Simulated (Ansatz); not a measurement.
Basis-set extrapolation for AlFH3NSSi (`N[Si]1(F)[AlH][S]1`) (PBE0-D4/def2-TZVP geometry, frozen core, Ansatz). Multiplicity 1, RHF reference.

```
                       def2-TZVPP    def2-QZVPP
                 HF  -1084.256576  -1084.291215
    MP2 correlation     -0.816709     -0.888238
CCSD(T) correlation     -0.886406       not run
```

Energies in hartree. Use E(X) = E(∞) + A·exp(−7.88·√X) for Hartree–Fock and E(X) = E(∞) + B·X^(−2.97) for correlation, with X = 3 and 4, and add CCSD(T) minus MP2 of the smaller set to the MP2 limit.

Q: What is the CCSD(T) energy at the basis-set limit?

A: HF limit: -1084.291215 + (-0.034639) × 0.13774 = -1084.29599. MP2 limit: -0.888238 + (-0.071529) × 0.74074 = -0.94122. Higher-order term: -0.886406 − (-0.816709) = -0.06970. Total: -1085.30691 hartree, 4.46 eV below CCSD(T)/def2-TZVPP.
